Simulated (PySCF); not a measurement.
**Dipole response of Fe⁺ (iron, charge +1)**

[Ar] 3d7, high-spin 4F determinant (an excited configuration). Computed with PySCF 2.14 in dyall-av2z (16s12p7d2f, 101 functions), with the non-relativistic Hamiltonian (point nucleus). Coupled (time-dependent) response in atomic units; α is the mean over directions. A double-zeta set is small for polarisabilities.

```tsv
method	mean α (bohr³)	α xx, yy, zz	C₆ (like pair)	S(−4)
r2SCAN0	9.088	9.109, 9.109, 9.046	30.95	100.4
revPBE	10.77	10.77, 10.77, 10.78	35.93	178.3
```

S(−4) is the Cauchy moment in α(ω) = α(0) + S(−4) ω² + …

α(iu) at revPBE:

| u (hartree) | α(iu) (bohr³) |
| --- | --- |
| 0 | 10.77 |
| 0.0500 | 10.35 |
| 0.100 | 9.368 |
| 0.200 | 7.258 |
| 0.300 | 5.794 |
| 0.500 | 4.230 |
| 0.750 | 3.245 |
| 1.00 | 2.617 |
| 1.50 | 1.802 |
| 2.00 | 1.308 |
| 3.00 | 0.7818 |
| 5.00 | 0.3812 |

For an ion, C₆ is the dispersion term alone; charge-induced terms of lower order in 1/R come first.

The components differ because the open shell of this determinant is not spherical; for a pure term their mean is the scalar polarisability.
